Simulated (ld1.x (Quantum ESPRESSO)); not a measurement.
**Before and after: TM potential for mercury (Hg)**

ld1.x (Quantum ESPRESSO) 7.5 input, shortened:

```
&input
   title='Hg', zed=80., rel=2, dft='PZ', iswitch=3,
   config='[Xe] 4f14 5d10 5f-2 6s1.75 6p0', rel_dist='average'
 /
 &inputp
   pseudotype=2, tm=.true., lloc=0,
   nlcc=.true., rcore=1.15
 /
4
6P  2  1   0.00   0.00  2.45  2.45  0.0
5D  3  2  10.00   0.00  2.15  2.15  0.0
5F  4  3  -2.00   0.15  2.00  2.00  0.0
6S  1  0   1.75   0.00  1.65  1.65  0.0
 &test
   configts(1)='5d10 6s1.75 6p0'
 /
```

Open shells are filled in proportion to 2j + 1 (rel_dist='average').

All-electron outer shells of the reference configuration (LDA (PZ), scalar-relativistic, ld1.x):

```json
{"shell": "4f", "level (eV)": "-98.50", "outermost node (bohr)": "–", "outermost maximum (bohr)": "0.37"}
{"shell": "5p", "level (eV)": "-68.94", "outermost node (bohr)": "0.51", "outermost maximum (bohr)": "0.92"}
{"shell": "5d", "level (eV)": "-12.22", "outermost node (bohr)": "0.55", "outermost maximum (bohr)": "1.17"}
{"shell": "6s", "level (eV)": "-9.05", "outermost node (bohr)": "1.08", "outermost maximum (bohr)": "2.18"}
{"shell": "6p", "level (eV)": "-2.69", "outermost node (bohr)": "1.27", "outermost maximum (bohr)": "3.10"}
```

Change: scalar-relativistic.

Cutoffs: the cutoffs (Ry, on a coarse ladder) from which the occupation-weighted sum of valence levels, in a spherical-Bessel basis at the reference potential, stays within 10 and 1 mRy of its value at 400 Ry; they do not see the model core or the augmentation charge, which bear on the density cutoff. Errors are all-electron minus pseudo energies relative to the spin-unpolarised reference configuration.

What does the change do?

The potential gets neither clearly harder nor softer (45 Ry and 90 Ry → 45 Ry and 90 Ry); the number of tests with a reliable result goes from 7 to 9; of the 7 tests that both files solve, the error grows in 6 and shrinks in 0 by more than 15 % and 0.3 meV (median size 0.8 → 3.6 meV); neither file shows a bound ghost.

| quantity | base | changed |
| --- | --- | --- |
| cutoff, loose | 45 Ry | 45 Ry |
| cutoff, tight | 90 Ry | 90 Ry |
| loose cutoff by channel (10 mRy a level) | d 40 Ry, s 30 Ry | d 35 Ry, s 30 Ry |
| bound ghosts | none | none |
| error for 5d10 6s2 6p0, meV [ΔE -2.02 eV] | +0.1 | +0.7 |
| error for 5d10 6s1 6p0, meV [ΔE 9.04 → 9.03 eV] | -0.5 | -3.6 |
| error for 5d10 6s0 6p0, meV [ΔE 28.44 → 28.42 eV] | -12 | -22 |
| error for 5d10 6s1 6p1, meV [ΔE 4.06 → 4.14 eV] | -0.8 | -1.7 |
| error for 5d10 6s0 6p1, meV [ΔE 16.47 → 16.57 eV] | -1.5 | -5.9 |
| error for 5d10 6s1.5 6p0, meV [ΔE 2.51 eV] | +0.1 | -0.8 |
| error for 5d9 6s0 6p0, meV [ΔE 64.26 → 64.24 eV] | -120 | -138 |
| s: phases at 2.65 bohr within 0.05 rad from the reference energy up to (Ry; the scan ends near 5) | 0.8 | 0.9 |
